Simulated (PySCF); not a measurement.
**Steps of a relaxation of [Pr(H2O)4]3+**

[Pr(H2O)4]3+ (singlet in the valence; each metal's 4f electrons, 2 of them, lie in its core potential, out of spins and levels; a saddle point, relaxed within its symmetry). PySCF 2.14.0, RKS PBE, Pr lcecp-1-SVP with ECP48, O def2-SVP, H def2-SVP; non-relativistic Hamiltonian with scalar-relativistic core potentials where named; density fitting; no spin-orbit coupling. Origin of the start: template. Columns: position (Å) and force (eV/Å). Energies are counted from the last step; some of the 8 steps are shown. Forces carry noise of the integration grid, about 0.01 to 0.03 eV/Å.

Run from Python with OMP_NUM_THREADS=2. Where DIIS fails, smearing, a level shift and second-order steps follow.
It took 54 s on 2 threads of Arm Neoverse V1, with other jobs on the host, from the converged density of the start.

```xyz
13
step 0  E = 0.357 eV
Pr    0.0000    0.0000    0.0000     0.00    0.00    0.00
O     1.4636    1.4636    1.4636    -1.28   -1.22   -1.22
H     1.8042    1.2597    2.3487     0.39   -0.16    0.89
H     1.8042    2.3487    1.2597     0.39    0.89   -0.16
O    -1.4636   -1.4636    1.4636     1.28    1.22   -1.22
H    -1.8042   -1.2597    2.3487    -0.39    0.16    0.89
H    -1.8042   -2.3487    1.2597    -0.39   -0.89   -0.16
O     1.4636   -1.4636   -1.4636    -1.28    1.22    1.22
H     1.8042   -2.3487   -1.2597     0.39   -0.89    0.16
H     1.8042   -1.2597   -2.3487     0.39    0.16   -0.89
O    -1.4636    1.4636   -1.4636     1.28   -1.22    1.22
H    -1.8042    2.3487   -1.2597    -0.39    0.89    0.16
H    -1.8042    1.2597   -2.3487    -0.39   -0.16   -0.89
```

```xyz
13
step 2  E = 0.052 eV
Pr    0.0000    0.0000    0.0000     0.00    0.00    0.00
O     1.4094    1.4138    1.4138     0.02    0.06    0.06
H     1.7764    1.2241    2.3246    -0.13   -0.01   -0.29
H     1.7764    2.3246    1.2241    -0.13   -0.29   -0.01
O    -1.4094   -1.4138    1.4138    -0.02   -0.06    0.06
H    -1.7764   -1.2241    2.3246     0.13    0.01   -0.29
H    -1.7764   -2.3246    1.2241     0.13    0.29   -0.01
O     1.4094   -1.4138   -1.4138     0.02   -0.06   -0.06
H     1.7764   -2.3246   -1.2241    -0.13    0.29    0.01
H     1.7764   -1.2241   -2.3246    -0.13    0.01    0.29
O    -1.4094    1.4138   -1.4138    -0.02    0.06   -0.06
H    -1.7764    2.3246   -1.2241     0.13   -0.29    0.01
H    -1.7764    1.2241   -2.3246     0.13   -0.01    0.29
```

```xyz
13
step 5  E = 0.000 eV
Pr    0.0000    0.0000    0.0000     0.00    0.00    0.00
O     1.3809    1.3870    1.3870    -0.02    0.00    0.00
H     1.7497    1.1909    2.2881     0.01   -0.02    0.01
H     1.7497    2.2881    1.1909     0.01    0.01   -0.02
O    -1.3809   -1.3870    1.3870     0.02    0.00    0.00
H    -1.7497   -1.1909    2.2881    -0.01    0.02    0.01
H    -1.7497   -2.2881    1.1909    -0.01   -0.01   -0.02
O     1.3809   -1.3870   -1.3870    -0.02    0.00    0.00
H     1.7497   -2.2881   -1.1909     0.01   -0.01    0.02
H     1.7497   -1.1909   -2.2881     0.01    0.02   -0.01
O    -1.3809    1.3870   -1.3870     0.02    0.00    0.00
H    -1.7497    2.2881   -1.1909    -0.01    0.01    0.02
H    -1.7497    1.1909   -2.2881    -0.01   -0.02   -0.01
```

Where does the relaxation end?

It converges at step 7 in D2d:
```xyz
13
step 7  E = 0
Pr    0.0000    0.0000    0.0000
O     1.3792    1.3859    1.3859
H     1.7534    1.1855    2.2841
H     1.7534    2.2841    1.1855
O    -1.3792   -1.3859    1.3859
H    -1.7534   -1.1855    2.2841
H    -1.7534   -2.2841    1.1855
O     1.3792   -1.3859   -1.3859
H     1.7534   -2.2841   -1.1855
H     1.7534   -1.1855   -2.2841
O    -1.3792    1.3859   -1.3859
H    -1.7534    2.2841   -1.1855
H    -1.7534    1.1855   -2.2841
```

How did the contacts change?


```json
{"contact": "Pr1–O2 (H2O)", "start (Å)": "2.535", "end (Å)": "2.397"}
{"contact": "Pr1–O5 (H2O)", "start (Å)": "2.535", "end (Å)": "2.397"}
{"contact": "Pr1–O8 (H2O)", "start (Å)": "2.535", "end (Å)": "2.397"}
{"contact": "Pr1–O11 (H2O)", "start (Å)": "2.535", "end (Å)": "2.397"}
```


An lcecp potential fixes the number of 4f electrons, so in runs with it no electron can move into or out of that shell.
